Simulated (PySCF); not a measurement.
PySCF input file for CH₈N₂Si₃, SMILES [SiH3]C1=N[Si@@H](N)[SiH2]1, PBE-D3(BJ)/def2-SVP. The structure is a stationary point at PBE-D3(BJ)/def2-SVP. The structure was generated by enumeration; whether it is a known compound was not checked. The values are those of a single conformer.

```python
import numpy as np
from pyscf import gto, scf, dft, df
from pyscf.hessian import thermo

mol = gto.M(
    atom='''
    N     2.98053246    0.81246267    0.10696815
    Si    1.50359742    0.12908950    0.68521867
    N     0.47005063   -0.93125553   -0.40837154
    C    -0.72157278   -0.41463125   -0.28134874
    Si   -2.26773392   -1.23812707   -1.03678638
    Si   -0.55018738    1.28507181    0.67478345
    H     3.87155625    0.32890383    0.23709064
    H     2.99987056    1.42825324   -0.70797124
    H     1.87236444   -0.69003816    1.89020404
    H    -2.91050580   -0.27568665   -2.00265730
    H    -1.93400062   -2.52455125   -1.73700415
    H    -3.25577885   -1.49564703    0.07203609
    H    -1.44302920    1.65976784    1.83831739
    H    -0.62458771    2.42385623   -0.31711984
    ''',
    basis='def2-SVP',
    charge=0,
    spin=0,
    max_memory=1600,
    verbose=3,
)
mf = dft.RKS(mol, xc='pbe').density_fit(auxbasis='def2-universal-jkfit')
mf.disp = 'd3bj'
mf.grids.level = 3
mf.conv_tol = 1e-11
mf.max_cycle = 100
mf.kernel()

# analytic Hessian; the response equations are solved on a coarser grid
h, args, fine = mf.Hessian(), (mf.mo_energy, mf.mo_coeff, mf.mo_occ), mf.grids
h.max_memory = max(150, 2.5e-5 * df.make_auxmol(mol, mf.with_df.auxbasis).nao * mol.nelec[0] * (mol.nelec[0] + mol.nao))  # MB; small integral blocks
h1ao = h.make_h1(mf.mo_coeff, mf.mo_occ)
mf.grids = dft.Grids(mol).set(level=1).build(with_non0tab=True)
mo1, mo_e1 = h.solve_mo1(*args, h1ao)
mf.grids = fine
hess = h.hess_elec(*args, mo1, mo_e1, h1ao) + h.hess_nuc()
if mf.do_disp():
    hess += h.get_dispersion()
for i in range(mol.natm):  # the analytic DFT Hessian lacks the response of the grid: restore translational invariance
    hess[i, i] -= hess[i].sum(axis=0)
hess = (hess + hess.transpose(1, 0, 3, 2)) / 2
vib = thermo.harmonic_analysis(mol, hess, imaginary_freq=False)
thermo.dump_normal_mode(mol, vib)
th = thermo.thermo(mf, vib['freq_au'][vib['freq_au'] > 0], 298.15, 101325)
thermo.dump_thermo(mol, th)
g0 = mf.nuc_grad_method().set(verbose=0).kernel()

# dipole derivatives [dipole axis, atom, xyz] from the same response
r, irp = mol.intor('int1e_r'), mol.intor('int1e_irp').reshape(3, 3, mol.nao, mol.nao)
sl, dm0, ok = mol.aoslice_by_atom(), np.array(mf.make_rdm1()), []
dmu = np.einsum('a,xt->xat', mol.atom_charges(), np.eye(3))
for a, (_, _, p0, p1) in enumerate(sl):
    dmu[:, a] += 2 * np.einsum('xtij,ij->xt', irp[:, :, :, p0:p1], dm0.reshape(-1, mol.nao, mol.nao).sum(0)[:, p0:p1])
    for u, c, occ, f in [(mo1, mf.mo_coeff, mf.mo_occ, 4)]:
        dmu[:, a] -= f * np.einsum('tui,xuv,vi->xt', u[a], r, c[:, occ > 0], optimize=True)
L = vib['norm_mode']
ir = 974.8801 * (np.einsum('xat,kat->kx', dmu, L) ** 2).sum(1)       # km/mol
apt = np.einsum('xax->a', dmu) / 3
print('mode   freq/cm-1   IR/(km/mol)')
for k, w in enumerate(vib['freq_wavenumber']):
    print(f'{k + 1:4d} {w:11.2f} {ir[k]:13.3f}')
print('max |gradient| / (hartree/bohr):', abs(g0).max())
print('APT charges:', apt.round(4))
```

Program output:

```
[...]
Normal mode                   x     y     z       x     y     z       x     y     z
       0   N                 0.04 -0.02  0.00   -0.00 -0.01  0.01   -0.11 -0.09  0.09
       1  Si                -0.01  0.05  0.02    0.00  0.01  0.00    0.06  0.05 -0.04
       2   N                -0.03 -0.06 -0.00   -0.01  0.03  0.01   -0.01 -0.02 -0.02
       3   C                 0.01  0.00 -0.01   -0.06 -0.11 -0.06   -0.00 -0.00  0.00
       4  Si                 0.01 -0.00 -0.00   -0.02  0.00 -0.00    0.01  0.00  0.00
       5  Si                 0.02  0.01  0.01    0.03  0.00  0.01    0.00 -0.00 -0.00
       6   H                 0.16  0.20 -0.07    0.01  0.01 -0.01   -0.01  0.06 -0.05
       7   H                -0.23 -0.11 -0.08   -0.04 -0.01  0.00   -0.39 -0.11  0.07
       8   H                -0.26 -0.60 -0.35    0.02 -0.01 -0.02    0.34  0.12 -0.06
       9   H                -0.04 -0.02  0.01    0.29  0.22  0.03   -0.08 -0.07 -0.01
      10   H                -0.09 -0.02 -0.02    0.43  0.06  0.11   -0.11 -0.01 -0.02
      11   H                -0.00  0.02 -0.01    0.27  0.10  0.26   -0.07 -0.04 -0.07
      12   H                -0.16 -0.10 -0.09   -0.18  0.18 -0.19   -0.04  0.11 -0.06
      13   H                -0.17 -0.12 -0.11   -0.27  0.15  0.18   -0.06  0.07  0.08
Mode                                21                  22                  23
Irrep
Freq [cm^-1]                      874.1312            899.8311            901.9005
Reduced mass [au]                   1.2555              1.0761              1.2785
Force const [Dyne/A]                0.5652              0.5134              0.6127
Char temp [K]                    1257.6801           1294.6566           1297.6340
Normal mode                   x     y     z       x     y     z       x     y     z
       0   N                 0.04 -0.03  0.03    0.03 -0.00  0.00    0.06  0.00  0.00
       1  Si                -0.04  0.00 -0.01   -0.03 -0.00  0.00   -0.05 -0.01  0.00
       2   N                 0.01 -0.01 -0.01    0.00  0.01  0.01    0.00  0.02  0.01
       3   C                 0.03  0.05  0.03   -0.00 -0.01 -0.02   -0.02 -0.04 -0.02
       4  Si                -0.03 -0.02 -0.02    0.00  0.03 -0.02    0.01  0.02  0.03
       5  Si                -0.01  0.01  0.00    0.00 -0.00  0.00    0.01 -0.00  0.00
       6   H                 0.17  0.17 -0.13    0.07  0.06 -0.05    0.15  0.12 -0.10
       7   H                -0.21 -0.03  0.01   -0.04  0.00 -0.00   -0.07  0.00 -0.01
       8   H                 0.40  0.11 -0.06    0.14  0.05 -0.01    0.27  0.09 -0.03
       9   H                 0.18  0.21  0.08    0.11  0.21  0.13    0.17 -0.36 -0.46
      10   H                 0.24  0.03  0.02   -0.22 -0.34  0.54   -0.24  0.14 -0.33
      11   H                 0.15  0.18  0.19    0.04 -0.59 -0.12    0.13 -0.23  0.06
      12   H                 0.08 -0.29  0.15   -0.01  0.02 -0.02   -0.04  0.04 -0.05
      13   H                 0.21 -0.20 -0.24   -0.03  0.00  0.01   -0.07  0.04  0.05
Mode                                24                  25                  26
Irrep
Freq [cm^-1]                      904.7274            935.4380           1484.1670
Reduced mass [au]                   1.3099              2.1227              1.1311
Force const [Dyne/A]                0.6317              1.0944              1.4680
Char temp [K]                    1301.7013           1345.8870           2135.3858
Normal mode                   x     y     z       x     y     z       x     y     z
       0   N                -0.07 -0.00  0.00   -0.02 -0.01  0.01   -0.07 -0.02  0.04
       1  Si                 0.06  0.01 -0.00    0.03  0.00 -0.01    0.01  0.00  0.00
       2   N                -0.01 -0.03 -0.01   -0.01  0.05  0.03   -0.02  0.01  0.00
       3   C                 0.02  0.04  0.02   -0.08 -0.13 -0.10    0.02 -0.01 -0.00
       4  Si                -0.03  0.00 -0.00    0.02  0.02  0.02   -0.00 -0.00 -0.00
       5  Si                -0.02  0.00 -0.00    0.00  0.04  0.01   -0.00 -0.00 -0.00
       6   H                -0.15 -0.12  0.10   -0.03 -0.02  0.02    0.23  0.36 -0.50
       7   H                 0.06 -0.01  0.01   -0.01 -0.01  0.01    0.65 -0.15 -0.06
       8   H                -0.26 -0.09  0.02   -0.04  0.02  0.02   -0.01 -0.00 -0.01
       9   H                 0.44  0.01 -0.29   -0.09 -0.07  0.00   -0.00  0.00  0.00
      10   H                -0.07  0.00 -0.03    0.03  0.01  0.03    0.00 -0.00 -0.00
      11   H                 0.35 -0.29  0.26   -0.08 -0.03 -0.09   -0.00  0.00  0.00
      12   H                 0.06 -0.13  0.10    0.00 -0.43  0.16   -0.00 -0.00 -0.00
      13   H                 0.14 -0.08 -0.11    0.22 -0.22 -0.29   -0.00 -0.00  0.00
Mode                                27                  28                  29
Irrep
Freq [cm^-1]                     1505.2568           2100.4866           2124.3241
Reduced mass [au]                  11.3038              1.0343              1.0495
Force const [Dyne/A]               15.0902              2.6887              2.7903
Char temp [K]                    2165.7295           3022.1326           3056.4293
Normal mode                   x     y     z       x     y     z       x     y     z
       0   N                -0.01 -0.00  0.00    0.00  0.00 -0.00    0.00  0.00 -0.00
       1  Si                 0.00  0.00 -0.00   -0.00 -0.00  0.00   -0.00  0.00 -0.00
       2   N                 0.16 -0.07 -0.01    0.00 -0.00 -0.00   -0.00  0.00 -0.00
       3   C                -0.20  0.07  0.01    0.00  0.00  0.00    0.00 -0.00  0.00
       4  Si                 0.00  0.00  0.00   -0.00  0.00 -0.00   -0.00  0.00 -0.00
       5  Si                -0.00  0.00  0.00    0.02 -0.02 -0.01   -0.01 -0.02  0.03
       6   H                 0.02  0.04 -0.06    0.00 -0.00 -0.00    0.00  0.00 -0.00
       7   H                 0.06 -0.01 -0.00    0.00  0.00 -0.00    0.00 -0.00 -0.00
       8   H                -0.01 -0.03 -0.01   -0.00  0.02 -0.02    0.01 -0.03  0.05
       9   H                 0.01  0.00  0.00    0.02 -0.03  0.03    0.02 -0.03  0.03
      10   H                -0.02  0.01  0.00   -0.01  0.02  0.01   -0.00  0.01  0.00
      11   H                 0.01  0.00  0.01    0.03  0.01 -0.04   -0.02 -0.00  0.02
      12   H                 0.02  0.02  0.00   -0.51  0.20  0.69    0.25 -0.11 -0.32
      13   H                 0.00 -0.00  0.00   -0.01  0.32 -0.29   -0.04  0.66 -0.58
Mode                                30                  31                  32
Irrep
Freq [cm^-1]                     2146.8938           2154.0259           2165.8600
Reduced mass [au]                   1.0229              1.0502              1.0418
Force const [Dyne/A]                2.7779              2.8709              2.8794
Char temp [K]                    3088.9022           3099.1637           3116.1903
Normal mode                   x     y     z       x     y     z       x     y     z
       0   N                 0.00  0.00  0.00   -0.00 -0.00  0.00    0.00 -0.00 -0.00
       1  Si                 0.00 -0.00  0.00   -0.00  0.00 -0.00    0.01 -0.02  0.03
       2   N                 0.00  0.00  0.00   -0.00 -0.00  0.00    0.00 -0.00 -0.00
       3   C                -0.00 -0.00 -0.00   -0.00 -0.00  0.00   -0.00  0.00  0.00
       4  Si                 0.02 -0.00  0.00   -0.01 -0.02  0.03   -0.00  0.00  0.00
       5  Si                 0.00 -0.00 -0.00   -0.00 -0.00  0.00   -0.00 -0.00  0.00
       6   H                 0.00 -0.00  0.00    0.00  0.00 -0.00   -0.00 -0.00  0.00
       7   H                -0.00 -0.00 -0.00    0.00  0.00 -0.00   -0.01 -0.00  0.00
       8   H                -0.02  0.04 -0.06    0.01 -0.03  0.04   -0.23  0.53 -0.78
       9   H                -0.30  0.47 -0.47   -0.28  0.40 -0.40    0.01 -0.02  0.02
      10   H                 0.07 -0.23 -0.12   -0.01  0.02  0.03    0.01 -0.03 -0.01
      11   H                -0.39 -0.11  0.45    0.49  0.12 -0.54    0.06  0.02 -0.06
      12   H                -0.03  0.01  0.04    0.01 -0.01 -0.02    0.04 -0.01 -0.04
      13   H                -0.00  0.04 -0.03   -0.00  0.03 -0.02   -0.00  0.03 -0.03
Mode                                33                  34                  35
Irrep
Freq [cm^-1]                     2181.2325           3500.5454           3601.2925
Reduced mass [au]                   1.0484              1.0492              1.0971
Force const [Dyne/A]                2.9389              7.5753              8.3833
Char temp [K]                    3138.3080           5036.5055           5181.4581
Normal mode                   x     y     z       x     y     z       x     y     z
       0   N                 0.00 -0.00  0.00   -0.05 -0.01  0.03    0.04 -0.05  0.05
       1  Si                -0.00  0.00 -0.00    0.00  0.00  0.00    0.00 -0.00  0.00
       2   N                 0.00 -0.00 -0.00    0.00  0.00 -0.00   -0.00 -0.00 -0.00
       3   C                -0.00  0.00  0.00   -0.00  0.00  0.00    0.00  0.00  0.00
       4  Si                -0.01  0.03  0.02   -0.00 -0.00 -0.00   -0.00  0.00 -0.00
       5  Si                 0.00 -0.00 -0.00    0.00 -0.00  0.00   -0.00  0.00 -0.00
       6   H                 0.00  0.00 -0.00    0.62 -0.34  0.11   -0.57  0.30 -0.08
       7   H                 0.00  0.00 -0.00   -0.00  0.41 -0.52    0.02  0.42 -0.56
       8   H                 0.01 -0.03  0.04    0.00  0.00 -0.00   -0.00  0.00 -0.00
       9   H                 0.07 -0.11  0.12    0.00  0.00  0.00    0.00 -0.00  0.00
      10   H                 0.21 -0.80 -0.44    0.00  0.00  0.00    0.00  0.00  0.00
      11   H                 0.12  0.04 -0.13    0.00  0.00  0.00    0.00 -0.00  0.00
      12   H                -0.00  0.00  0.00    0.00 -0.00 -0.00    0.00 -0.00  0.00
      13   H                 0.00  0.00 -0.00    0.00 -0.00  0.00   -0.00 -0.00  0.00
temperature 298.1500 [K]
pressure 101325.00 [Pa]
Rotational constants [GHz] 3.71404 1.01863 0.85625
Symmetry number 1
Zero-point energy (ZPE) 0.08386 [Eh]   220163.476 [J/mol]
                           tot       elec      trans        rot        vib
Entropy [J/mol/K]       411.911      0.000    169.675    121.276    120.960
Cv [J/mol/K]            154.190      0.000     12.472     12.472    129.247
Cp [J/mol/K]            162.505      0.000     20.786     12.472    129.247
Internal energy [J/mol]                      3718.434   3718.434 239611.874
Internal energy [Eh]   -1019.77870  -1019.87279
Enthalpy [J/mol]                             6197.391   3718.434 239611.874
Enthalpy [Eh]          -1019.77775
Gibbs free energy [J/mol]                  -44391.232 -32439.950 203547.521
Gibbs free energy [Eh] -1019.82453
mode   freq/cm-1   IR/(km/mol)
   1       39.17         0.076
   2       75.75         1.679
   3      127.29         1.027
   4      163.55         0.537
   5      217.22         2.292
   6      253.84        19.024
   7      278.90        83.775
   8      321.66         7.945
   9      344.10        74.665
  10      382.84        37.482
  11      444.46         9.307
  12      465.41         5.392
  13      538.15         6.767
  14      581.63        19.782
  15      607.11        58.078
  16      641.41        23.999
  17      680.44        37.128
  18      707.43        73.900
  19      761.11       104.505
  20      840.06       124.337
  21      856.83        68.576
  22      874.13       350.101
  23      899.83        34.310
  24      901.90        60.068
  25      904.73        18.482
  26      935.44        58.414
  27     1484.17        47.408
  28     1505.26        35.542
  29     2100.49       128.726
  30     2124.32        68.631
  31     2146.89        88.518
  32     2154.03        87.788
  33     2165.86       119.943
  34     2181.23        92.703
  35     3500.55        40.647
  36     3601.29        33.343
max |gradient| / (hartree/bohr): 6.380845608574813e-05
APT charges: [-0.8245  1.2355 -0.7343 -0.0854  0.9265  0.5605  0.1796  0.187  -0.2563
 -0.2436 -0.2503 -0.2375 -0.2481 -0.209 ]
```

Self-consistency was reached.

Cost: around 7 core-minutes (rough).
